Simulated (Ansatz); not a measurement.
`N[SiH2]/C=C/[SiH3]` → `CC1[SiH2]N1[SiH3]`  (isomerisation)

Isolated molecules relaxed with PBE0-D4/def2-TZVP in Ansatz; ΔE leaves out vibrations. CCSD(T)/CBS adds triple-zeta CCSD(T) − MP2 to the extrapolated MP2 energy (def2 sets, frozen cores). Functionals use def2-TZVPP. One conformer a species, not always the lowest.

| level | ΔE (kJ/mol) |
| --- | --- |
| ωB97M-V | 43.7 |
| SCS-MP2/def2-TZVPP | 42.4 |

**Question.** What does CCSD(T)/CBS give? (An estimate is asked.)

**Answer.** The calculation gave: +48.4 kJ/mol. The listed levels differ from it by -4.7, -6.0 kJ/mol.

Largest T1 diagnostic among the species: 0.012.

In def2-TZVPP, CCSD(T) changes the Hartree–Fock value by −18.3 kJ/mol (the triples alone add −0.9 kJ/mol) and MP2 by −28.7 kJ/mol. The D4 term adds −4.0 kJ/mol with B3LYP and −2.1 kJ/mol with PBE0; it sums over pairs of atoms, weighted by their polarisabilities, and B3LYP, whose exchange is more repulsive, gets the larger term.

CCSD(T)/CBS has its own doubt, a few kJ/mol and more with outer-core shells, so smaller differences from it don't rank the levels.

B3LYP here is the variant with VWN-RPA as its local correlation; programs differ in this.
